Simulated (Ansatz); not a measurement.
AlSiCl2OH3⁺, that is (Cl)2Al-O-SiH3 with one electron fewer. The state is a doublet with charge 1. Geometry r2SCAN-D4/def2-SVP, that of the neutral singlet; atoms count from 1.

```xyz
8

Al   -1.454    0.532   -0.920
Cl   -3.318   -0.328   -0.559
Cl   -1.283    2.023   -2.366
O    -0.108    0.030   -0.055
Si    1.234   -0.453    0.783
H     1.397   -1.931    0.663
H     2.448    0.218    0.233
H     1.085   -0.090    2.222
```

Question: Estimate the Mulliken populations from the PBE0/def2-TZVP orbitals of Ansatz.

Answer: 
```tsv
atom	charge (e)	spin (α − β)
Al1	0.62	-0.05
Cl2	0.01	0.23
Cl3	0.01	0.23
O4	-0.19	0.30
Si5	0.26	0.03
H6	0.08	0.06
H7	0.13	0.18
H8	0.07	0.03
```
Mulliken values and Mayer orders depend strongly on the basis.

Question: Where does the spin sit?

Answer: Summed by element: Al -0.05, Cl 0.46, O 0.30, Si 0.03, H 0.26, of 1 unpaired in all. Largest on single atoms: O4 0.30, Cl2 0.23, Cl3 0.23.

Question: And the Mayer bond orders between bonded heavy atoms (over 0.3)?

Answer: Al1–Cl2 1.24 (2.08 Å); Al1–Cl3 1.24 (2.08 Å); Al1–O4 1.12 (1.68 Å); O4–Si5 1.13 (1.65 Å).
